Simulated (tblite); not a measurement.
Question: Write a Z-matrix for `C[CH]SC(F)(F)F` [radical] as optimised with GFN2-xTB. (Doublet state.)

Answer: 
Z-matrix in Å and degrees, rows numbered from 1:
```
C 
C   1  1.4747
S   2  1.7133  1  120.31
C   3  1.8552  2   98.61  1  -150.86
F   4  1.3332  3  111.47  2   -53.53
F   4  1.3266  3  110.55  2  -173.66
F   4  1.3332  3  111.45  2    66.10
H   1  1.0872  2  110.74  3    23.70
H   1  1.0951  2  111.78  3   -97.03
H   1  1.0910  2  109.63  3   144.61
H   2  1.0769  1  120.43  3   162.05
```

Of the pairs four or more bonds apart, F5···H11 is among the closest relative to their van der Waals radii: 2.56 Å, 96 % of the sum of Bondi's values. C2 (carbon bonded to C, S and H) is almost planar (angles 120.4°, 120.3° and 116.9°, sum 357.6°, 0.12 Å off the plane of its three neighbours). The C–S distances run from 1.713 Å (C2–S3, drawn single) to 1.855 Å (S3–C4, drawn single), a spread of 0.142 Å.

Computed geometry: GFN2-xTB, gas phase. This method treats the open shell by occupation alone, without spin polarisation.

Point group: C1 (no symmetry element, even within 0.4 Å). Its GFN2-xTB frequencies are all real (lowest 41 cm⁻¹). Torsions: C1–C2–S3–C4 -151°. 2 starts were optimised and ended at 0.00 and 1.18 kcal/mol (GFN2-xTB); the lowest of these is shown.

One conformer stands for the species.
